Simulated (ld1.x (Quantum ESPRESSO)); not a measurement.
**Before and after: TM potential for fluorine (F)**

| Quantity | Value |
| --- | --- |
| Element | fluorine (F) |
| Generator | ld1.x (Quantum ESPRESSO) 7.5 |
| Type | norm-conserving Troullier–Martins (Kleinman–Bylander form) |
| Functional | LDA (PZ) |
| Relativity | scalar-relativistic |
| Frozen core | [He] |
| Valence charge | 7 |
| Reference configuration | 2s1.75 2p5.25 |
| Partial waves | 2s (bound): rc 0.90 bohr; 2p (bound): rc 0.90 bohr |
| Local potential | the p channel |
| Core correction | Bessel-smoothed model core, default radius (core density twice the valence density) |

Change: all radii but the core radius scaled by about 0.80 (s 0.72, p 0.72 bohr).

Cutoffs: the cutoffs (Ry, on a coarse ladder) from which the occupation-weighted sum of valence levels, in a spherical-Bessel basis at the reference potential, stays within 10 and 1 mRy of its value at 400 Ry; they do not see the model core or the augmentation charge, which bear on the density cutoff. Errors are all-electron minus pseudo energies relative to the spin-unpolarised reference configuration.

Question: How do hardness, ghosts and transferability respond?

Answer: Of the 9 tests that both files solve, the error grows in 0 and shrinks in 7 by more than 15 % and 0.3 meV (median size 3.9 → 2.0 meV); neither file shows a bound ghost. Less of the atom is replaced, so other configurations are described better.

| quantity | base | changed |
| --- | --- | --- |
| cutoff, loose | 160 Ry | 200 Ry |
| cutoff, tight | 260 Ry | over 300 Ry |
| loose cutoff by channel (10 mRy a level) | s 70 Ry, p 120 Ry | s 90 Ry, p 160 Ry |
| bound ghosts | none | none |
| error for 2s2 2p5, meV [ΔE -4.59 eV] | +1.3 | +0.6 |
| error for 2s2 2p4, meV [ΔE 14.96 eV] | +3.9 | -1.3 |
| error for 2s2 2p3, meV [ΔE 53.48 eV] | +25 | -2.0 |
| error for 2s2 2p1, meV [ΔE 200.08 eV] | +428 | +85 |
| error for 2s2 2p4.5, meV [ΔE 3.04 eV] | +2.0 | -0.1 |
| error for 2s1 2p5, meV [ΔE 33.62 eV] | -3.0 | +2.7 |
| error for 2s2 2p5.3, meV [ΔE -7.32 eV] | +0.8 | +0.9 |
| error for 2s1.75 2p5.25 (spin-polarised), meV [ΔE -0.39 eV] | +7.1 | +5.8 |
| error for 2s2 2p5 (spin-polarised), meV [ΔE -4.97 eV] | +7.0 | +3.4 |
